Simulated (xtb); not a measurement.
CS₂, triplet, geometry from GFN2-xTB (a higher spin typed on purpose: for a closed-shell molecule this is an excited state), atoms displaced at random by about 0.05 Å a coordinate. Base run: GFN1-xTB run with xtb 6.7.1.

Here is a job for xtb.
```
$ xtb mol.xyz --gfn 1 --uhf 2 --opt --json

# file mol.xyz
3

S     -1.43141721     0.06807166     0.25640435
C     -0.04724568    -0.10048290    -0.60167398
S      1.49188140     0.06292986     0.05223865
```

Variants of this job, named by their change:

```csv
change,ΔE vs base (kJ/mol),optimiser steps
base,0.00,6
opt level = extreme,0.00,8
opt level = crude,0.12,3
opt level = lax,0.00,5
opt level = sloppy,0.04,4
alpb = dmf,-21.07,6
engine = lbfgs,0.00,-
opt level = loose,0.04,4
opt level = vtight,0.00,8
engine = inertial,0.01,-
```
